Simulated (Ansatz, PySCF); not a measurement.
Process, species as SMILES: C[N-]C → CC[NH-]
Each molecule is optimised on its own at B3LYP-D3(BJ)/def2-TZVP (Ansatz, a quantum-chemistry and plane-wave program), one conformer each, not searched for the lowest.

Wanted: isomerisation energy (enthalpy at 298 K, with B3LYP-D3(BJ) rigid-rotor harmonic-oscillator terms from PySCF), in kJ/mol. Valence correlation only, unless marked. No spin-orbit coupling. No relativistic terms. Anions need diffuse functions: aug- sets have them; def2-D sets add few; the other sets have none. 

| level | program | isomerisation energy (kJ/mol) |
|---|---|---|
| HF/cc-pwCVTZ | Ansatz | -4.1 |
| BP86/def2-TZVPD | PySCF | -8.3 |
| r2SCAN/def2-TZVPD | Ansatz | -8.1 |
| TPSSh-D4/def2-TZVPD | PySCF + dftd4 | -4.2 |
| r2SCANh/def2-TZVPD | Ansatz | -8.2 |
| LC-wPBE-D4/def2-TZVPD | Ansatz + dftd4 | -10.8 |
| MP2/cc-pVDZ | Ansatz | 14.7 |
| CCSD/aug-cc-pVDZ | Ansatz | -21.0 |
| CCSD(T)/6-31G | Ansatz | -2.9 |
